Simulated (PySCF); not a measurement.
A structure optimised at PBE-D3(BJ)/def2-SVP, used in a PySCF frequency run:

```xyz
10

C      3.1579    -0.0567    -0.6361
C      2.0644     0.1341     0.0715
C      0.9421     0.3332     0.7371
Si    -0.6532     0.6779    -0.1750
Cl    -2.0232    -0.8631     0.1627
H      3.8136     0.7851    -0.9149
H      3.4558    -1.0671    -0.9633
H      0.9453     0.2944     1.8433
H     -0.3707     0.7659    -1.6438
H     -1.2913     1.9406     0.3286
```
Charge 0, spin multiplicity 1.

Task: Write its SMILES and formula.

Result: C=C=C[SiH2]Cl, C3H5ClSi

Task: What are its rotational constants (standard atomic weights)?

Result: 8.6765, 1.2749, 1.2136 GHz
